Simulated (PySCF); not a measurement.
**Dy: ionisation energy**

Dy [Xe] 4f10 6s2 [4f5/2^6 4f7/2^4, M_J = 8] → Dy⁺ [Xe] 4f10 6s1 [4f5/2^6 4f7/2^4 6s1/2^1, M_J = 17/2], as a difference of total energies. All numbers are calculated (PySCF 2.14, the two-component X2C-1e Hamiltonian, in x2c-QZVPPall-2c (16s16p12d6f4g1h, 213 functions)). Correlated levels: [Ar] 3d10 frozen; the 40 highest virtual spinors dropped. "Screened" scales the spin-orbit matrix elements by Boettger's factors to mimic the two-electron term; Breit and QED terms are absent.

| method | ionisation energy (eV) |
| --- | --- |
| GHF (spin-free) | 4.860 |
| GMP2 (spin-free) | 5.919 |
| GHF (screened spin-orbit) | 4.863 |
| GMP2 (screened spin-orbit) | 5.922 |

Task: How much does correlation contribute at GMP2 (screened spin-orbit)?

Result: 5.922 − (4.863) = 1.059 eV, measured against GHF (screened spin-orbit).

The spin-free rows relax to the high-spin LS determinant and lack the spin-orbit shift.

The labels give the starting determinants; with spin-orbit coupling the two ends relaxed to ⟨J²⟩ = 72.01, ⟨L²⟩ = 42.76, ⟨S²⟩ = 5.90 and ⟨J²⟩ = 80.76, ⟨L²⟩ = 42.74, ⟨S²⟩ = 8.60.

For comparison: 5.939 eV (measured; NIST Atomic Spectra Database, ionization energies).
